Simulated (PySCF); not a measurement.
A run for PySCF: R-B3LYP/6-31G* on H2O (SMILES O) with ghost functions, monomers drawn apart or pushed together.

```python
from pyscf import gto, scf, dft, mp
from pyscf.data.elements import chemcore

mol = gto.M(
    atom='''
    O     0.68714879    0.14477863    0.20756427
    H     0.35833907   -0.31763342   -0.57005566
    H    -0.07470795    0.59903684    0.61143557
    ghost-O   -0.85731347    0.70743220    2.26383800
    ghost-C   -0.20366137   -0.02733800    2.96861062
    ghost-O    0.83534541   -0.75179550    2.58300078
    ghost-H   -0.41055416   -0.17545232    4.03583112
    ghost-H    0.99061629   -0.59224530    1.61501389
    ''',
    basis='6-31g*',
    cart=True,
    charge=0, spin=0, verbose=3, max_memory=1800)
mf = dft.RKS(mol, xc='b3lyp')
mf.conv_tol = 1e-8
mf.max_cycle = 100
mf.kernel()
if not mf.converged:
    mf = mf.newton().run(mf.mo_coeff, mf.mo_occ)
```

Problem. Give the final energy of this run.

Solution. -76.4124 hartree.
